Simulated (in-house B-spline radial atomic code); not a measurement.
PBE hybrid excitations of neutral argon

Method: PBE hybrid with 0.3 exact exchange. Computed with a B-spline radial code for spherical atoms: linear response of the closed shell [Ne] 3s2 3p6 with the functional's adiabatic kernel; non-relativistic, point nucleus, no spin-orbit coupling, no double excitations, S, P, D and F terms only. Only terms of natural parity with L up to 3 were computed.

Command:
```bash
python run_td.py task.json out
```
Settings (radii: box in bohr, nucleus in fm):
```
Z                        18
electrons                18
configuration            [Ne] 3s2 3p6
hamiltonian              nr
method                   pbeh
box_radius               75
exact_exchange_fraction  0.3
intervals                57
```

Cost of the run: 0.5 s on 1 thread of AMD EPYC 9R45 96-Core Processor (Zen 5), with other jobs on the host.

The lowest states, in the order of their Tamm-Dancoff energies; the method's threshold (minus the highest occupied level) is 12.320 eV. Labels give the largest channel, * marks a mixed state, and oscillator strengths are full-response dipole values. Semilocal kernels can invert the small singlet-triplet splittings of Rydberg terms. Energies in eV:

```json
{"state": "3p → 4s 3P", "full response": "10.817", "Tamm-Dancoff": "10.825", "oscillator strength": "-"}
{"state": "3p → 4s 1P", "full response": "10.994", "Tamm-Dancoff": "10.997", "oscillator strength": "0.229"}
{"state": "3p → 4p 3S", "full response": "11.765", "Tamm-Dancoff": "11.772", "oscillator strength": "-"}
{"state": "3p → 4p 3D", "full response": "?", "Tamm-Dancoff": "?", "oscillator strength": "-"}
{"state": "3p → 4p 1D", "full response": "?", "Tamm-Dancoff": "?", "oscillator strength": "-"}
```

Where does 3p → 4p 3D lie?

At 11.865 eV in full response, 11.868 eV in Tamm-Dancoff.

Where does 3p → 4p 1D lie?

At 11.897 eV in full response, 11.897 eV in Tamm-Dancoff.

How large is the singlet-triplet splitting of 3p → 4s (P terms) in Tamm-Dancoff?

0.172 eV, from the unrounded values.

What polarisabilities and dispersion coefficient does the method give?

Dipole 11.33 bohr³, quadrupole 55.43 bohr⁵, C6 65.84 hartree·bohr⁶ for two such species. Recommended dipole value: 11.083 ± 0.007 bohr³ (Schwerdtfeger and Nagle, table of static dipole polarizabilities (2023 update)), which includes relativity and correlation.
